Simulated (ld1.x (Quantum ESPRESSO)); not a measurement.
**Ar (Z = 18): excitation energies, all-electron against ultrasoft**

```json
{
 "Element": "argon",
 "Generator": "ld1.x (Quantum ESPRESSO) 7.5",
 "Type": "ultrasoft",
 "Functional": "PBE",
 "Relativity": "scalar-relativistic",
 "Frozen core": "[Ne]",
 "Valence charge": "8",
 "Reference configuration": "3s2 3p4.5 (charge +1.5)",
 "Partial waves": "3s (bound): rcut 0.85, rcutus 1.15 bohr; 3s channel at -2.85 Ry: rcut 0.85, rcutus 1.15 bohr; 3p (bound): rcut 0.85, rcutus 1.05 bohr; 3p channel at -1.75 Ry: rcut 0.85, rcutus 1.05 bohr; 3d channel at 0.4 Ry: rcut 1.00, rcutus 1.25 bohr; 3d channel at 2.6 Ry: rcut 1.00, rcutus 1.25 bohr",
 "Local potential": "all-electron potential smoothed inside 0.90 bohr (lloc = -1)",
 "Core correction": "a·sin(br)/r model core inside 0.65 bohr",
 "Augmentation charge": "built from norm-conserving waves at rcut, not smoothed further"
}
```

Energies are relative to the spin-unpolarised reference configuration 3s2 3p4.5; without spin polarisation the order of configurations can differ from experiment.

```tsv
valence configuration	charge	ΔE all-electron (eV)	error AE − PS (meV)
3s2 3p6	0	-28.724	+6.5
3s2 3p5	+1	-12.666	+1.8
3s1 3p6	+1	1.950	+2.7
3s2 3p2	+4	116.212	+36
3s2 3p3	+3	58.577	+7.0
```

What are ΔE and the potential's error for 3s2 3p5.5?

ΔE = -22.177 eV all-electron; the error (AE − PS) is +4.2 meV.

What are ΔE and the potential's error for 3s2 3p4?

ΔE = 15.993 eV all-electron; the error (AE − PS) is -0.5 meV.
